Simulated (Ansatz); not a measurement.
`CO[Si]([SiH3])(Cl)Cl` + `OB(Cl)Cl` → `O[Si]([SiH3])(Cl)Cl` + `COB(Cl)Cl`  (redistribution)

Program: Ansatz. Geometries: PBE0-D4/def2-TZVP. ΔE: electronic, gas phase. CCSD(T)/CBS is the MP2 limit (def2-TZVPP, def2-QZVPP) plus CCSD(T) − MP2 in def2-TZVPP, frozen cores. This one scheme is used for every species. Each species was taken in one conformer, which may not be the lowest.

| species | CCSD(T)/def2-SVP energy (Eh) |
| --- | --- |
| `CO[Si]([SiH3])(Cl)Cl` | -1613.53978 |
| `OB(Cl)Cl` | -1019.48651 |
| `O[Si]([SiH3])(Cl)Cl` | -1574.38789 |
| `COB(Cl)Cl` | -1058.63566 |

**Question.** Work out ΔE.

**Answer.** ΔE = (-1574.38789) + (-1058.63566) − (-1613.53978) − (-1019.48651) = 0.00274 Eh = +0.07 eV. CCSD(T)/CBS gives +0.01 eV.

Largest T1 diagnostic among the species: 0.012.

Leaving LDA and LC-ωPBE aside and taking each functional with its dispersion term where it has one, the values, not all of them listed here, spread over 0.02 eV, from B2PLYP to BHLYP-D4. At CCSD(T), def2-SVP lies +0.07 eV from the extrapolated value and def2-TZVPP +0.01 eV.
